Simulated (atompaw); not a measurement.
# Ga PAW (atompaw): all-electron and pseudo phase curves

- Element: gallium (Ga)
- Generator: atompaw 4.2.0.5
- Type: PAW
- Functional: LDA (PW92)
- Relativity: scalar-relativistic
- Frozen core: [Ar] 3d10
- Valence charge: 3
- Reference configuration: 4s1.75 4p1.25
- Partial waves: 4s (bound): rc 1.70 bohr; 4s channel at 0.05 Ry: rc 1.65 bohr; 4p (bound): rc 1.70 bohr; 4p channel at 0.15 Ry: rc 1.70 bohr
- Local potential: troulliermartins scheme with l = 2 at 0 Ry, radius 1.10 bohr
- Core correction: smooth core density matched at 1.65 bohr
- Augmentation charge: sinc compensation charge, radius 1.65 bohr; PAW radius 1.70 bohr; waves and projectors: custom polynom2 7 10 vanderbiltortho

The phase is arctan(r·u′/u) with u = r·R(r), unwrapped; energies in Ry, scanned from -3 to 5 Ry. A pole is an energy at which the radial function vanishes at the test radius. The pseudo phase is shifted by a multiple of π to meet the all-electron one at the reference energy, and phase errors are pseudo minus all-electron; the curves can meet again beyond the range given. Levels narrower than the energy grid can be missing from the lists of poles.

**Question.** For each channel, where are the poles, and over which energies does the pseudopotential scatter like the atom?

**Answer.**

| channel | radius (bohr) | reference energy (Ry) | poles, all-electron | poles, pseudo | unbroken range about the reference energy with phases within 0.05 rad | phase error 1 Ry above the reference energy (rad) |
| --- | --- | --- | --- | --- | --- | --- |
| s | 1.71 | -0.70 | none | 4.48 | below 4.5 | -0.000 |
| p | 1.71 | -0.22 | none | none | the whole range | -0.000 |

Note: ghost states, extra bound levels that the all-electron valence spectrum of the same l lacks: s at -707.8 eV, p at -153.3 eV, d at -21.4 eV. A true bound ghost makes a file unfit for plane-wave use.

Phases in the p channel:

| E (Ry) | all-electron | pseudo |
| --- | --- | --- |
| -3.00 | 1.222 | 1.221 |
| -2.52 | 1.189 | 1.189 |
| -2.04 | 1.148 | 1.148 |
| -1.56 | 1.096 | 1.096 |
| -1.08 | 1.025 | 1.025 |
| -0.60 | 0.926 | 0.926 |
| -0.12 | 0.779 | 0.779 |
| 0.36 | 0.552 | 0.552 |
| 0.84 | 0.204 | 0.204 |
| 1.32 | -0.243 | -0.243 |
| 1.80 | -0.650 | -0.651 |
| 2.28 | -0.932 | -0.934 |
| 2.76 | -1.113 | -1.116 |
| 3.24 | -1.233 | -1.237 |
| 3.72 | -1.317 | -1.322 |
| 4.20 | -1.378 | -1.384 |
| 4.68 | -1.425 | -1.433 |
